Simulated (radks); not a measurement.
The numbers below are computed, except where a source is named.
Q: Ionisation of Sr, [Kr] 5s2, to Sr+, [Kr] 5s1, under several functionals. Scalar-relativistic Kohn-Sham, spin-unpolarised, spherical densities, point nucleus; a radial shooting solver on a logarithmic mesh with Libxc functionals. Known Delta-SCF values: PBEsol 5.896 eV; XLYP 5.826 eV; BLYP 5.809 eV. What does LDA (Slater exchange, VWN5 correlation) give, and what is its highest occupied eigenvalue?

A: 6.057 eV by Delta-SCF; the 5s eigenvalue is -3.640 eV. NIST: 5.695 eV (measured).

Beside tabulated values, note that spin-unpolarised runs miss the spin-polarisation part of the exchange energy of open shells.
